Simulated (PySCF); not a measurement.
Computed structure and properties of [Tm(SH)2]+

System: [Tm(SH)2]+ (singlet in the valence; each metal's 4f electrons, 12 of them, lie in its core potential, out of spins and levels); start: template (C2). Method: PySCF 2.14.0, RKS PBE0, Tm lcecp-1-SVP with ECP58, S def2-SVP, H def2-SVP; non-relativistic Hamiltonian with scalar-relativistic core potentials where named; density fitting; no spin-orbit coupling.

Input of the relaxation:

```python
mol = gto.M(atom='''
Tm     0.00000     0.00000    -0.29754
S      2.43660    -0.00000     0.79296
H      3.25080    -0.33650    -0.21844
S     -2.43660     0.00000     0.79296
H     -3.25080     0.33650    -0.21844''',
    basis={'Tm': 'lcecp-1-SVP', 'S': 'def2-SVP', 'H': 'def2-SVP'},
    ecp={'Tm': 'lcecp-1-SVP'},
    charge=1, spin=0)
mf = dft.RKS(mol, xc='PBE0')
mf.grids.atom_grid = (50, 194)  # f atoms: unpruned, at least (60, 302)
mf = mf.density_fit()  # fitting sets: Tm AutoAux, S def2-universal-JKFIT, H def2-universal-JKFIT
mf.conv_tol = 1e-08; mf.max_cycle = 55
mf.kernel(dm0)  # dm0: converged density of the start geometry
# quasi-Newton relaxation in Cartesian coordinates to a largest gradient under 0.00045 Eh/bohr, steps kept in the point group
```

Run from Python with OMP_NUM_THREADS=2; the lines above give its settings. Where DIIS fails, smearing, a level shift and second-order steps follow.
It took 26 s on 2 threads of Arm Neoverse V1, on a shared host, from the converged density of the start.

Course of the relaxation:

| step | energy above end (eV) | largest force component within the symmetry (eV/Å) |
| --- | --- | --- |
| 0 | 0.6936 | 1.869 |
| 1 | 0.3999 | 0.999 |
| 2 | 0.1908 | 0.725 |
| 3 | 0.1075 | 0.567 |
| 4 | 0.0187 | 0.364 |
| 5 | 0.0032 | 0.108 |
| 6 | 0.0012 | 0.060 |
| 7 | 0.0008 | 0.048 |
| 8 | 0.0006 | 0.027 |
| 9 | 0.0003 | 0.011 |
| 10 | 0.0001 | 0.007 |
| 11 | 0.0000 | 0.008 |

Relaxed geometry (C2, nearly C2v):

```xyz
5

Tm    0.0000    0.0000   -0.7242
S     1.8642   -0.0736    0.8562
H     2.8465   -0.2396   -0.0683
S    -1.8642    0.0736    0.8562
H    -2.8465    0.2396   -0.0683
```

```
    contact      Å
Tm1–S2 (SH)  2.445
Tm1–S4 (SH)  2.445
```

On the finer grid (75, 302):

| Quantity | Value |
| --- | --- |
| HOMO | -12.21 eV |
| LUMO | -7.70 eV |
| Dipole about the centre of mass | 7.19 D |
| Set of Mulliken populations of Tm1 outside the core potential | s 2.40, p 6.23, d 1.27, f 0.02 |
| D3(BJ) dispersion energy (not in the energies) | -0.112 eV |

| atom | Mulliken (e) | Löwdin (e) | spin (e) |
| --- | --- | --- | --- |
| Tm1 | 1.07 | 0.51 | 0.00 |
| S2 | -0.19 | 0.19 | 0.00 |
| H3 | 0.15 | 0.05 | 0.00 |
| S4 | -0.19 | 0.19 | 0.00 |
| H5 | 0.15 | 0.05 | 0.00 |

The 4f levels lie in the core potential and are missing. Their spin isn't counted.

On the grid (50, 194), as all that follows. Harmonic modes: a minimum; lowest 76 cm⁻¹ (negative: unstable), highest 2661 cm⁻¹, zero-point energy 0.449 eV.

Taking off one SH (charge -1, singlet; the rest: singlet) in vacuum, both parts rigid, costs 14.75 eV; the small basis without counterpoise inflates it. Most of it is the attraction of opposite charges; other ways to part are cheaper, and one spin state was tried for the rest.

Rigid scan of SH along the line from its metal:

(distance to S2 (Å), energy (eV)): (2.15, 0.878), (2.25, 0.341), (2.35, 0.075), (2.45, 0.000), (2.55, 0.059), (2.65, 0.208), (2.85, 0.667), (3.15, 1.498), (3.55, 2.542), (4.05, 3.523)

One start shape was tried, so this needn't be the lowest isomer.

An lcecp potential fixes the number of 4f electrons, so in runs with it no electron can move into or out of that shell.
